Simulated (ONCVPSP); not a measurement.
**titanium (Ti): ONCV pseudisation with PBE, scalar-relativistic reference atom.**

* Element: titanium (Ti)
* Generator: ONCVPSP 4.0.1
* Type: optimised norm-conserving Vanderbilt (ONCV)
* Functional: PBE
* Relativity: scalar-relativistic
* Frozen core: [Ne]
* Valence charge: 12
* Reference configuration: 3s2 3p6 3d2 4s2
* Partial waves: 3s+4s: rc 1.55 bohr, ncon 4, nbas 8, qcut 8.4 1/bohr, 2 projectors; 3p: rc 1.55 bohr, ncon 3, nbas 6, qcut 8.8 1/bohr, 1 projector; 3d: rc 2.40 bohr, ncon 3, nbas 7, qcut 5.4 1/bohr, 2 projectors, debl 3.1 Ha
* Local potential: polynomial inside 1.10 bohr (lpopt 5, dvloc0 6 Ha)
* Core correction: Teter function, fcfact 4.5, rcfact 1.6

(1) Estimate the cutoffs (Ha) at which the residual kinetic energy of the hardest occupied pseudo-wave falls to 1 and 0.1 mHa per electron.

(2) What does a ghost test show?

(3) Tests: 3s2 3p6 3d2 4s1; 3s2 3p6 3d2 4s0; 3s2 3p6 3d1 4s0; 3s2 3p6 3d2 4s0 4p2. Which has the largest error in its energy relative to the reference configuration, and how large is it?

Answers

(1) 23 Ha and 28 Ha.

(2) No bound ghost flagged; no localised positive-energy state flagged.

(3) 3s2 3p6 3d1 4s0, with +321 meV (all-electron minus pseudo) on +47.87 eV.
